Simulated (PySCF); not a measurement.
PySCF 2.14 output of an unrestricted r2SCAN calculation on a single atom or ion in aug-cc-pVTZ (8s7p5d3f2g, 93 functions), with no relativity, point nucleus:

```
SCF conv_tol = 1e-09
number electrons alpha = 15  beta = 10
    J. W. Furness, A. D. Kaplan, J. Ning, J. P. Perdew, and J. Sun.,  J. Phys. Chem. Lett. 11, 8208-8215 (2020)
    J. W. Furness, A. D. Kaplan, J. Ning, J. P. Perdew, and J. Sun.,  J. Phys. Chem. Lett. 11, 9248-9248 (2020)
    J. W. Furness, A. D. Kaplan, J. Ning, J. P. Perdew, and J. Sun.,  J. Phys. Chem. Lett. 11, 8208-8215 (2020)
    J. W. Furness, A. D. Kaplan, J. Ning, J. P. Perdew, and J. Sun.,  J. Phys. Chem. Lett. 11, 9248-9248 (2020)
cycle= 1 E= -1381.35349492231  delta_E= -0.0096  |g|= 0.0382  |ddm|= 0.681
cycle= 2 E= -1381.35353531718  delta_E= -4.04e-05  |g|= 0.0397  |ddm|= 0.392
cycle= 3 E= -1381.35377369042  delta_E= -0.000238  |g|= 0.00198  |ddm|= 0.059
cycle= 4 E= -1381.35377460006  delta_E= -9.1e-07  |g|= 0.000275  |ddm|= 0.0334
cycle= 5 E= -1381.35377462008  delta_E= -2e-08  |g|= 1.23e-05  |ddm|= 0.00536
cycle= 6 E= -1381.35377462012  delta_E= -4.62e-11  |g|= 2.45e-06  |ddm|= 9.15e-05
converged SCF energy = -1381.35377462012  <S^2> = 8.7514621  2S+1 = 6.0004874
```

The run itself started from symmetry-adapted Hartree-Fock orbitals and held the occupation by maximum overlap, on a logarithmic radial grid, so the iterations belong to that start.

**Question.** Which element, charge and spin multiplicity is this?

**Answer.** Co(2+) (cobalt, charge +2), multiplicity 6; the state was [Ar] 3d6 4p1, one real determinant (an excited configuration).

⟨L²⟩ = 8.01 against 12 for a pure F term, so this real determinant mixes terms.
